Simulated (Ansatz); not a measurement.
A series at Si: from `F[Si](Cl)(Cl)Cl`, ligands are replaced one by one, each step taking up NH₃ and setting free HCl; n counts the steps. Ansatz, PBE0-D4/def2-TZVP geometries. Each molecule was computed in one conformer, which needn't be the lowest.

CBS adds triple-zeta CCSD(T) − MP2 to the MP2 limit, frozen cores; atoms without spin–orbit coupling. 

| n | molecule | atomization energy, CCSD(T)/CBS (kJ/mol) |
| --- | --- | --- |
| 0 | `F[Si](Cl)(Cl)Cl` | 1812.6 |
| 1 | `N[Si](F)(Cl)Cl` | 2592.3 |
| 2 | `N[Si](N)(F)Cl` | 3370.6 |
| 3 | `N[Si](N)(N)F` | ? |

Question: By hand: fit a straight line y = ȳ + b (n − n̄) to the 3 given rows and predict n = 3.

Answer: n̄ = 1.000, ȳ = 2591.83; Σ(n − n̄)(y − ȳ) = 1558.00, Σ(n − n̄)² = 2.000, so b = 779.00 kJ/mol a step. Prediction: 2591.83 + (779.00) × (2.000) = 4149.8 kJ/mol.

Question: By hand: compare with the computed value, 4124.2 kJ/mol, and give the steps along the whole series.

Answer: The line misses by -25.6 kJ/mol (computed minus predicted). Steps: 779.7, 778.3, 753.6 kJ/mol.

The steps differ by up to 26.1 kJ/mol, small against a whole step but well beyond the method's doubt, so the ligands' effects don't simply add. The miss is 1.1 % of the series' range. The energies themselves are unsure by some kJ/mol a bond, though much of that is common to the series.
